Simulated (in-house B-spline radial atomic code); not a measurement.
# Ionising Nb V (Nb4+) with different functionals

Computed with an all-electron radial atomic-structure program (B-spline basis): non-relativistic Hamiltonian, point nucleus, spin-polarised at highest spin, spherical fractional occupations for the functionals, the average over the highest-spin determinants for Hartree-Fock. The ionisation energy is the difference of two self-consistent energies, [Kr] 4d1 → [Ar] 3d10 4s2 4p6, without Breit or QED terms; ε is the level of the shell that loses the electron (its least bound occupied spin orbital). There is no spin-orbit coupling in this Hamiltonian.

Hybrids are left out here: with spherical fractional occupations of an open shell their exact exchange keeps a self-interaction that integer-occupation calculations don't have.

| method | rung | ΔSCF (eV) | -ε(4d) (eV) |
| --- | --- | --- | --- |
| Hartree-Fock | Hartree-Fock | 49.93 | 50.37 |
| LDA VWN5 | LDA | 51.24 | 44.50 |
| LDA PW92 | LDA | 51.23 | 44.50 |
| LDA exchange-only | LDA | 49.71 | 43.07 |
| PBE | GGA | 51.10 | 44.38 |
| PBEsol | GGA | 51.06 | 44.35 |
| BLYP | GGA | 50.98 | 44.23 |
| RPBE | GGA | 51.07 | 44.35 |
| PW91 | GGA | 51.18 | 44.45 |
| BP86 | GGA | 51.12 | 44.41 |
| AM05 | GGA | 51.04 | 44.32 |
| OLYP | GGA | 51.30 | 44.53 |
| TPSS | meta-GGA | 50.92 | 44.21 |
| SCAN | meta-GGA | 50.53 | 44.02 |
| r2SCAN | meta-GGA | 50.56 | 44.05 |
| M06-L | meta-GGA | 50.53 | 43.87 |
| revTPSS | meta-GGA | 50.82 | 44.13 |

Task: How do they compare with the NIST value?

Result: NIST lists 50.573 eV ± 0.0025 (measured, ground level to ground level). Errors run from -0.86 to +0.73 eV; r2SCAN is closest (-0.01 eV), but part of that can be cancellation, since the calculations leave out relativity, Breit-QED terms, multiplet and fine-structure energies. Hartree-Fock also lacks correlation.
